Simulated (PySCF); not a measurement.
Constitutional and geometric isomers with formula C3H4Si. Isolated molecules, 0 K electronic values unless said otherwise. Strings in code marks are SMILES.

Computed with PBE-D3(BJ)/def2-TZVP // B3LYP-D3(BJ)/def2-TZVP run with PySCF. All candidates: neutral, multiplicity 1. 

The dipole moment is 3.67 D, the HOMO–LUMO gap is 2.34 eV and the LUMO comes out as -2.18 eV.

**Question.** Which member has these values?
A. `C=C=C=[SiH2]`
B. `C#C[SiH]=C`
C. `C#CC=[SiH2]`
D. `[SiH2]=C1C=C1`

**Answer.** D, `[SiH2]=C1C=C1`. The others give `C#CC=[SiH2]`: 1.32 D, 2.69 eV, -2.65 eV; `C#C[SiH]=C`: 1.06 D, 3.15 eV, -2.42 eV; `C=C=C=[SiH2]`: 0.64 D, 2.46 eV, -2.82 eV
